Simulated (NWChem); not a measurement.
BiH3Te; SMILES [TeH][BiH2]

```xyz
5

Bi     0.0003     1.0575    -0.0017
H     -1.3099     1.1439     1.2279
H     -1.2403     1.1536    -1.3015
Te    -0.0002    -1.8087    -0.0021
H      1.6650    -1.8058     0.0001
```
Atoms are numbered in this order, from 1.

Results from NWChem. Coordinates come from a PBE0/def2-SVP optimisation. def2 effective core potentials on Te, Bi; no spin-orbit coupling. Static field.

For level Hartree-Fock/def2-SVPD:

| Property | Result |
|---|---|
| anisotropy (bohr³) | 53.3 |

Q: How do the values read with level B3LYP/def2-SVPD instead?

A: The anisotropy (bohr³) is 49.8.
